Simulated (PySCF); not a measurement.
First SCF of a structure search on doublet ZrOF, at a hand-made linear geometry. PySCF input:

```python
from pyscf import gto, scf, dft
mol = gto.M(atom='''
Zr     0.000000     0.000000     0.000000
O      0.000000     0.000000    -1.840000
F      0.000000     0.000000     2.180000''',
    basis={'Zr': 'def2-TZVP', 'O': 'def2-TZVP', 'F': 'def2-TZVP'},
    ecp={'Zr': 'def2-TZVP'},
    charge=0, spin=1)
mf = dft.UKS(mol, xc='PBE0')
mf.grids.atom_grid = (50, 194)
aux = {'Zr': 'def2-universal-JKFIT', 'O': 'def2-universal-JKFIT', 'F': 'def2-universal-JKFIT'}
mf = mf.density_fit(auxbasis=aux)
mf.conv_tol = 1e-08
mf.diis_space = 10
mf.max_cycle = 60
mf.init_guess = 'minao'
mf.verbose = 4
mf.kernel()
```

Excerpt of the output (cycles alone):

```
init E= -216.375745426656
cycle= 1 E= -221.82027207241  delta_E= -5.44  |g|= 0.731  |ddm|=  3.2
cycle= 2 E= -220.618145864238  delta_E=  1.2  |g|= 1.78  |ddm|=  1.5
cycle= 3 E= -221.901102698513  delta_E= -1.28  |g|= 0.544  |ddm|= 1.25
cycle= 4 E= -222.034617276519  delta_E= -0.134  |g|= 0.14  |ddm|= 0.341
cycle= 5 E= -222.038275036739  delta_E= -0.00366  |g|= 0.0846  |ddm|= 0.102
cycle= 6 E= -222.040645456999  delta_E= -0.00237  |g|= 0.0179  |ddm|= 0.0526
cycle= 7 E= -222.040797610256  delta_E= -0.000152  |g|= 0.00367  |ddm|= 0.012
cycle= 8 E= -222.040807577818  delta_E= -9.97e-06  |g|= 0.000984  |ddm|= 0.00397
cycle= 9 E= -222.040810152322  delta_E= -2.57e-06  |g|= 0.00051  |ddm|= 0.00238
cycle= 10 E= -222.04081116045  delta_E= -1.01e-06  |g|= 0.000142  |ddm|= 0.00185
cycle= 11 E= -222.040811231734  delta_E= -7.13e-08  |g|= 6.46e-05  |ddm|= 0.000555
cycle= 12 E= -222.040811235637  delta_E= -3.9e-09  |g|= 3.2e-05  |ddm|= 0.000121
Extra cycle  E= -222.040811232102  delta_E= 3.54e-09  |g|= 0.000103  |ddm|= 6.74e-05
converged SCF energy = -222.040811232102  <S^2> = 0.75805518  2S+1 = 2.008039
```

No lower solution of this spin was found from smeared starts or by a stability analysis within the unrestricted form.

Other spin states or occupations of the open shell can lie lower.

The search for the lowest solution, 3 starts and the stability check together, took 12 s on 4 threads of a shared Arm Neoverse V2 host, with 102 basis functions; the process peaked at 0.4 GiB.
